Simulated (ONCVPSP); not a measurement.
**Before and after: ONCV potential for hafnium**

| Property | Result |
| --- | --- |
| Element | Hf |
| Generator | ONCVPSP 4.0.1 |
| Type | optimised norm-conserving Vanderbilt (ONCV) |
| Functional | revPBE |
| Relativity | scalar-relativistic |
| Frozen core | [Kr] 4d10 4f14 5s2 |
| Valence charge | 10 |
| Reference configuration | 5p6 5d2 6s1 6p1 |
| Partial waves | 6s: rc 2.20 bohr, ncon 3, nbas 8, qcut 2.4 1/bohr, 1 projector; 5p+6p: rc 2.15 bohr, ncon 4, nbas 7, qcut 7.7 1/bohr, 2 projectors; 5d: rc 2.95 bohr, ncon 4, nbas 9, qcut 6 1/bohr, 2 projectors, debl 3.9 Ha |
| Local potential | polynomial inside 1.75 bohr (lpopt 5, dvloc0 2 Ha) |
| Core correction | Teter function, fcfact 2, rcfact 1.25 |

Change: reference 5p6 5d2 6s1.75 6p0.25; d: rc 2.15, qcut 8.2.

Cutoffs: the cutoffs (Ha) at which the residual kinetic energy of the hardest occupied pseudo-wave falls to 1 and 0.1 mHa per electron; they do not see the model core or the augmentation charge, which bear on the density cutoff. Errors are all-electron minus pseudo energies relative to the spin-unpolarised reference configuration.

What does the change do?

The potential gets harder (10 Ha and 40 Ha → 13 Ha and 41 Ha); both files keep a bound ghost (s).

```csv
quantity,base,changed
"cutoff, loose",10 Ha,13 Ha
"cutoff, tight",40 Ha,41 Ha
loose cutoff by channel,"s 3.6 Ha, p 9.9 Ha, d 10 Ha","s 3.6 Ha, p 9.9 Ha, d 13 Ha"
bound ghosts,s,s
GHOST(+) flags under 300 eV,none,none
"largest error over its own tests, meV",+15,+6.9
s: phases at 2.24 bohr within 0.05 rad from the reference energy up to (Ha; the scan ends near 5),1.0,1.0
p: phases at 2.18 bohr within 0.05 rad from the reference energy up to (Ha; the scan ends near 5),to the end of the scan,to the end of the scan
"rms error of d²Exc/dni dnj with the model core, mHa",2.23,2.16
```

 A true bound ghost makes a file unfit for plane-wave use even where its test errors are small: the radial tests pick states by their node count and pass the ghost by.
